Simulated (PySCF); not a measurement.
PySCF job for F₃OTa, SMILES [O]=[Ta]([F])([F])[F] (connectivity only; charge and spin as stated), charge +1, multiplicity 2, TDA-CAM-B3LYP/def2-SVPD. Geometry optimised at B3LYP-D3(BJ)/def2-SVP. The spin state was assumed, not searched. The isomer is the one that the SMILES or the coordinates give; other isomers of the formula were not compared. The def2 effective core potentials stand for the cores of Ta; spin–orbit coupling is left out.

```python
import numpy as np
from pyscf import gto, scf, dft, tdscf

mol = gto.M(
    atom='''
    Ta    0.00699243    0.00590436   -0.00000000
    O     0.30003349   -1.86965090   -0.00000006
    F     1.65133765    0.79278755    0.00000005
    F    -0.98737526    0.41061667    1.47476093
    F    -0.98737522    0.41061677   -1.47476092
    ''',
    basis='def2-SVPD',
    ecp={'Ta': 'def2-svp'},
    charge=1,
    spin=1,
    max_memory=1600,
    verbose=4,
)
mf = dft.UKS(mol, xc='cam-b3lyp').density_fit(auxbasis='def2-universal-jkfit')
mf.grids.level = 3
mf.conv_tol = 1e-9
mf.max_cycle = 100
mf.kernel()
fine, coarse = mf.grids, dft.Grids(mol).set(level=1).build(with_non0tab=True)
for _ in range(3):  # follow internal instabilities
    mf.grids = coarse
    mo, _, stable, _ = mf.stability(return_status=True, nroots=4)
    mf.grids = fine
    if stable:
        break
    mf.kernel(mf.make_rdm1(mo, mf.mo_occ))
mf.grids = dft.Grids(mol).set(level=1).build(with_non0tab=True)  # coarser grid for the response kernel
td = tdscf.TDA(mf)
td.nstates = 10
td.conv_tol = 1e-4
td.kernel(x0=td.get_init_guess(mf, 15))
td.analyze(verbose=3)
```

It prints:

```
PySCF version 2.14.0

[INPUT] verbose = 4
[INPUT] num. atoms = 5
[INPUT] num. electrons = 47
[INPUT] charge = 1
[INPUT] spin (= nelec alpha-beta = 2S) = 1
[INPUT] symmetry False subgroup None
[INPUT] Mole.unit = angstrom
[INPUT] Symbol           X                Y                Z      unit          X                Y                Z       unit  Magmom
[INPUT]  1 Ta     0.006992430000   0.005904360000   0.000000000000 AA    0.013213777645   0.011157623341   0.000000000000 Bohr   0.0
[INPUT]  2 O      0.300033490000  -1.869650900000  -0.000000060000 AA    0.566981124297  -3.533128149547  -0.000000113384 Bohr   0.0
[INPUT]  3 F      1.651337650000   0.792787550000   0.000000050000 AA    3.120575897683   1.498151344465   0.000000094486 Bohr   0.0
[INPUT]  4 F     -0.987375260000   0.410616670000   1.474760930000 AA   -1.865868823571   0.775953048481   2.786894256909 Bohr   0.0
[INPUT]  5 F     -0.987375220000   0.410616770000  -1.474760920000 AA   -1.865868747982   0.775953237454  -2.786894238012 Bohr   0.0

nuclear repulsion = 211.622169285496
number of shells = 49
number of NR pGTOs = 192
number of NR cGTOs = 127
basis = def2-SVPD
ecp = {'Ta': 'def2-svp'}


******** <class 'pyscf.df.df_jk.DFUKS'> ********
method = DFUKS
initial guess = minao
damping factor = 0
level_shift factor = 0
DIIS = <class 'pyscf.scf.diis.CDIIS'>
diis_start_cycle = 1
diis_space = 8
diis_damp = 0
SCF conv_tol = 1e-09
SCF conv_tol_grad = None
SCF max_cycles = 100
direct_scf = False
number electrons alpha = 24  beta = 23
XC library pyscf.dft.libxc version 7.1.2
    S. Lehtola, C. Steigemann, M. J. T. Oliveira, and M. A. L. Marques,  SoftwareX 7, 1–5 (2018)
XC functionals = cam-b3lyp
    T. Yanai, D. P. Tew, and N. C. Handy,  Chem. Phys. Lett. 393, 51 (2004)
radial grids:
    Treutler-Ahlrichs [JCP 102, 346 (1995); DOI:10.1063/1.469408] (M4) radial grids

becke partition: Becke, JCP 88, 2547 (1988); DOI:10.1063/1.454033
pruning grids: <function nwchem_prune>
grids dens level: 3
symmetrized grids: False
atomic radii adjust function: <function treutler_atomic_radii_adjust>
small_rho_cutoff = 0
Set gradient conv threshold to 3.16228e-05
tot grids = 80880
******** <class 'pyscf.df.df.DF'> ********
auxbasis = def2-universal-jkfit
Create RSH-DF object <pyscf.df.df.DF object> for omega=0.33
******** <class 'pyscf.df.df.DF'> ********
auxbasis = auxmol.basis = def2-universal-jkfit
init E= -418.385118219009
  alpha nocc = 24  HOMO = -0.650739308119537  LUMO = -0.374364904311562

WARN: beta  nocc = 23  HOMO -0.651391843327085 >= LUMO -0.650739308119537


WARN: HOMO -0.650739308119537 >= LUMO -0.650739308119537

cycle= 1 E= -431.133442972476  delta_E= -12.7  |g|= 0.464  |ddm|= 5.64
  alpha nocc = 24  HOMO = -0.683951377115039  LUMO = -0.311188201597313
  beta  nocc = 23  HOMO = -0.682071281841217  LUMO = -0.469391378956779
  HOMO = -0.682071281841  LUMO = -0.469391378957  gap/eV = 5.78731
cycle= 2 E= -431.013890585766  delta_E= 0.12  |g|= 0.773  |ddm|= 0.807
  alpha nocc = 24  HOMO = -0.71030369328459  LUMO = -0.285638688054686
  beta  nocc = 23  HOMO = -0.689839419411609  LUMO = -0.445677472295262
  HOMO = -0.689839419412  LUMO = -0.445677472295  gap/eV = 6.64398
cycle= 3 E= -431.205568848754  delta_E= -0.192  |g|= 0.0597  |ddm|= 0.491
  alpha nocc = 24  HOMO = -0.719680034145657  LUMO = -0.305839597535685
  beta  nocc = 23  HOMO = -0.697142587390193  LUMO = -0.451586933125284
  HOMO = -0.69714258739  LUMO = -0.451586933125  gap/eV = 6.68191
cycle= 4 E= -431.207323316445  delta_E= -0.00175  |g|= 0.0172  |ddm|= 0.0832
  alpha nocc = 24  HOMO = -0.720940765845775  LUMO = -0.29957578318752
  beta  nocc = 23  HOMO = -0.696622486642728  LUMO = -0.449006506227388
  HOMO = -0.696622486643  LUMO = -0.449006506227  gap/eV = 6.73797
cycle= 5 E= -431.20749428015  delta_E= -0.000171  |g|= 0.0109  |ddm|= 0.0276
  alpha nocc = 24  HOMO = -0.718088648787365  LUMO = -0.299583890755588
  beta  nocc = 23  HOMO = -0.692950249191714  LUMO = -0.445852940526695
  HOMO = -0.692950249192  LUMO = -0.445852940527  gap/eV = 6.72386
cycle= 6 E= -431.207559830661  delta_E= -6.56e-05  |g|= 0.00356  |ddm|= 0.0115
  alpha nocc = 24  HOMO = -0.719600298167901  LUMO = -0.300071041196393
  beta  nocc = 23  HOMO = -0.693246333386757  LUMO = -0.446239613985494
  HOMO = -0.693246333387  LUMO = -0.446239613985  gap/eV = 6.72140
cycle= 7 E= -431.207577258899  delta_E= -1.74e-05  |g|= 0.00093  |ddm|= 0.00738
  alpha nocc = 24  HOMO = -0.719915858381288  LUMO = -0.300129865337335
  beta  nocc = 23  HOMO = -0.692873132328977  LUMO = -0.446117780391258
  HOMO = -0.692873132329  LUMO = -0.446117780391  gap/eV = 6.71456
cycle= 8 E= -431.207579690312  delta_E= -2.43e-06  |g|= 0.000434  |ddm|= 0.00334
  alpha nocc = 24  HOMO = -0.72004985292995  LUMO = -0.300117343683439
  beta  nocc = 23  HOMO = -0.692770296436038  LUMO = -0.446139262561626
  HOMO = -0.692770296436  LUMO = -0.446139262562  gap/eV = 6.71117
cycle= 9 E= -431.20757996751  delta_E= -2.77e-07  |g|= 0.000405  |ddm|= 0.0011
  alpha nocc = 24  HOMO = -0.720122529331345  LUMO = -0.300123784804716
  beta  nocc = 23  HOMO = -0.69272708457628  LUMO = -0.446146136001101
  HOMO = -0.692727084576  LUMO = -0.446146136001  gap/eV = 6.70981
cycle= 10 E= -431.207580072968  delta_E= -1.05e-07  |g|= 7.39e-05  |ddm|= 0.00055
  alpha nocc = 24  HOMO = -0.720141667633481  LUMO = -0.300131254997387
  beta  nocc = 23  HOMO = -0.692699742990797  LUMO = -0.446144668913075
  HOMO = -0.692699742991  LUMO = -0.446144668913  gap/eV = 6.70911
cycle= 11 E= -431.207580085276  delta_E= -1.23e-08  |g|= 3.1e-05  |ddm|= 0.000223
  alpha nocc = 24  HOMO = -0.720146379508922  LUMO = -0.300129192249066
  beta  nocc = 23  HOMO = -0.692694121059674  LUMO = -0.446143927972201
  HOMO = -0.69269412106  LUMO = -0.446143927972  gap/eV = 6.70897
cycle= 12 E= -431.207580087362  delta_E= -2.09e-09  |g|= 2.23e-05  |ddm|= 6.73e-05
  alpha nocc = 24  HOMO = -0.720148927120363  LUMO = -0.300129554385004
  beta  nocc = 23  HOMO = -0.69269119375214  LUMO = -0.446143768417109
  HOMO = -0.692691193752  LUMO = -0.446143768417  gap/eV = 6.70890
cycle= 13 E= -431.207580088968  delta_E= -1.61e-09  |g|= 1.68e-05  |ddm|= 6.27e-05
  alpha nocc = 24  HOMO = -0.720149442157147  LUMO = -0.300130763178575
  beta  nocc = 23  HOMO = -0.692689991026285  LUMO = -0.446143282387741
  HOMO = -0.692689991026  LUMO = -0.446143282388  gap/eV = 6.70888
cycle= 14 E= -431.207580090313  delta_E= -1.35e-09  |g|= 1.2e-05  |ddm|= 5.97e-05
  alpha nocc = 24  HOMO = -0.720151338598313  LUMO = -0.300130756248718
  beta  nocc = 23  HOMO = -0.692690251267116  LUMO = -0.446143827827186
  HOMO = -0.692690251267  LUMO = -0.446143827827  gap/eV = 6.70887
cycle= 15 E= -431.207580092066  delta_E= -1.75e-09  |g|= 8.93e-06  |ddm|= 0.000107
  alpha nocc = 24  HOMO = -0.72014917014749  LUMO = -0.300131277446878
  beta  nocc = 23  HOMO = -0.692688797882695  LUMO = -0.446142597662782
  HOMO = -0.692688797883  LUMO = -0.446142597663  gap/eV = 6.70886
cycle= 16 E= -431.207580092847  delta_E= -7.81e-10  |g|= 6.54e-06  |ddm|= 7.29e-05
  alpha nocc = 24  HOMO = -0.720151285765205  LUMO = -0.300131092011443
  beta  nocc = 23  HOMO = -0.692691497114073  LUMO = -0.446144651650844
  HOMO = -0.692691497114  LUMO = -0.446144651651  gap/eV = 6.70888
Extra cycle  E= -431.207580092944  delta_E= -9.73e-11  |g|= 7.58e-06  |ddm|= 1.66e-05
converged SCF energy = -431.207580092944  <S^2> = 0.75496507  2S+1 = 2.0049589
tot grids = 29960
uhf_internal: lowest eigs of H = [0.00225216 0.07065884 0.36795765 0.39433077]
<class 'pyscf.df.df_jk.DFUKS'> wavefunction is stable in the internal stability analysis
tot grids = 29960


******** <class 'pyscf.tdscf.uks.TDA'> for <class 'pyscf.df.df_jk.DFUKS'> ********
nstates = 10
deg_eia_thresh = 1.000e-03
wfnsym = None
conv_tol = 0.0001
eigh lindep = 1e-12
eigh level_shift = 0
eigh max_cycle = 100


Excitation energies (eV)
[0.2410864  1.16602806 5.43750153 5.45250661 5.45696336 5.86649845
 5.98372951 6.26823096 6.46772991 6.64584655]

** Excitation energies and oscillator strengths **
Excited State   1:      0.24109 eV   5142.73 nm  f=0.0000
Excited State   2:      1.16603 eV   1063.30 nm  f=0.0003
Excited State   3:      5.43750 eV    228.02 nm  f=0.0002
Excited State   4:      5.45251 eV    227.39 nm  f=0.0019
Excited State   5:      5.45696 eV    227.20 nm  f=0.0019
Excited State   6:      5.86650 eV    211.34 nm  f=0.0053
Excited State   7:      5.98373 eV    207.20 nm  f=0.0036
Excited State   8:      6.26823 eV    197.80 nm  f=0.0022
Excited State   9:      6.46773 eV    191.70 nm  f=0.0081
Excited State  10:      6.64585 eV    186.56 nm  f=0.0001
```

The calculation finished and met its thresholds.

Cost: about 5 core-minutes (a rough figure).
